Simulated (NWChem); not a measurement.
C2H6O2Si; SMILES [SiH2](C=O)CO

```xyz
11

O     -0.9302     2.1440     0.2928
C      0.2258     1.8675     0.0237
Si     0.8160     0.0252    -0.0423
C     -0.6948    -1.1323    -0.1073
O     -0.3054    -2.5060     0.0356
H      0.9519     2.6949    -0.1783
H      1.7258    -0.1686    -1.2037
H      1.5963    -0.2378     1.2024
H     -1.4540    -0.8358     0.6318
H     -1.1773    -1.0573    -1.0875
H     -0.0196    -2.6385     0.9526
```
Atoms are numbered in this order, from 1.

Program: NWChem. Pople sets run with spherical d functions. Coordinates come from a B3LYP/6-31G* (spherical d) optimisation. Isolated, static molecule.

GIAO at B3LYP/6-31G*: principal shieldings of O5 are 277.3, 287.0, 415.2 ppm; an isolated water molecule has σ = 317.5 ppm at the same levels.

Task: Find the isotropic 17O shift, its principal values, the span and the skew.

Result: 
1. σ(iso) = one third of the sum = 326.5 ppm.
2. δ = σ(reference) − σ = -9.0 ppm against water.
3. δ11, δ22, δ33 = 40.2, 30.5, -97.7 ppm.
4. Span Ω = δ11 − δ33 = 137.9 ppm; skew κ = 3(δ22 − δ(iso))/Ω = 0.86.
